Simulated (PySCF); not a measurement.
**Two-component Hartree-Fock for Tm⁴⁶⁺ (thulium, charge +46)**

Start: [Ar] 3d5; 3d3/2 filled at m_j = -3/2, -1/2, +1/2, +3/2; 3d5/2 filled at m_j = +5/2. Calculated with PySCF 2.14 in an uncontracted even-tempered set (16 s from 11 bohr⁻², ratio 2.8; 12 p from 15 bohr⁻², ratio 2.8; 8 d from 15 bohr⁻², ratio 2.8; 3 f from 49 bohr⁻², ratio 3): generalised Hartree-Fock with the X2C-1e Hamiltonian and a Gaussian nucleus; one run each with spin-orbit coupling (SO) switched off, then screened by Boettger's factors.

```csv
spinor shell,electrons,"ε, spin-free (eV)","ε, screened SO (eV)",weight of nominal j (screened SO),"rms radius, screened SO (bohr)"
1s1/2,2,-62383.6,-62365.6,1.000,0.0227
2s1/2,2,-12818.4,-12811.0,1.000,0.0912
2p1/2,2,-11633.3,-12342.8,1.000,0.0778
2p3/2,4,-11633.3,-11331.2,1.000,0.0844
3s1/2,2,-4679.9,-4677.6,1.000,0.226
3p1/2,2,-4308.4,-4490.8,0.999,0.217
3d3/2,4,-3940.6,-3955.7,0.986,0.198
3d5/2,1,-3940.6,-3901.8,1.000,0.202
```

(1) Where does 3p3/2 lie, and what is the 3p spin-orbit splitting (screened SO)?

```tsv
quantity	spin-free	screened SO
E (hartree)	-11820.82764	-11834.83638
M_J	5/2	5/2
⟨J²⟩	8.750	8.753
⟨L²⟩	0.000	5.625
⟨S²⟩	8.750	3.073
```

Each row is a mean over spinors that exchange with the open shell spreads, by up to 31.637 eV (3p3/2).

Breit and QED terms are absent; they matter most for the inner s and p1/2 levels.

Densities and radii are taken from the X2C orbitals without a picture-change correction, which distorts them close to the nucleus.

Without spin-orbit coupling the j labels of p, d and f shells carry no meaning; the spin-free column gives the mean over the occupied spinors of each nl shell.

## Answers

(1) At -4229.3 eV, 261.46 eV above 3p1/2.
